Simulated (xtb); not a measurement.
C3F3, SMILES [C]#CC(F)(F)F (connectivity only; charge and spin as stated), charge +1, multiplicity 1. All values are semi-empirical tight-binding results from xtb (GFN2-xTB unless named), good for trends rather than for accurate numbers. Coordinates come from a GFN2-xTB optimisation. The spin state was assumed, not searched. The isomer is the one that the SMILES or the coordinates give; other isomers of the formula were not compared.

Optimised geometry:

```xyz
6

C      0.0000     0.0000     2.4018
C      0.0000     0.0000     1.2290
C      0.0000     0.0000    -0.3788
F      1.0784     0.6226    -0.7227
F      0.0000    -1.2452    -0.7227
F     -1.0784     0.6226    -0.7227
```
Charge +1, spin multiplicity 1.

```yaml
point_group_as_xtb_finds_it: C3v
orbital_gap: 1.96 eV
zero_point_energy: 12.5 kcal/mol
G − E(el) at 298.15 K (modified RRHO): -5.3 kcal/mol
static polarisability (D4 model): 34.8 bohr³
solvation energy, GFN2-xTB/ALPB(water): -58.6 kcal/mol
solvation energy, GFN2-xTB/ALPB(toluene): -47.9 kcal/mol
```

Q: Give the IR lines (harmonic; lines under 4 % of the strongest left out, lines within 3 cm⁻¹ merged). (Estimate from the structure and the level; the computed values follow.)

A: ν (cm⁻¹): 442 (w), 487 (w), 677 (m), 925 (m), 1211 (vs), 2354 (w) (against the strongest line: vs over 80 %, s over 45 %, m over 15 %, w over 4 %, vw less)

Computed atomic charges and the Wiberg bond orders between heavy atoms:
charges (e) C1 0.33, C2 0.10, C3 0.57, F4 0.00, F5 0.00, F6 0.00. Bond orders C1–C2 3.22, C2–C3 0.65, C3–F4 1.06, C3–F5 1.06, C3–F6 1.06.
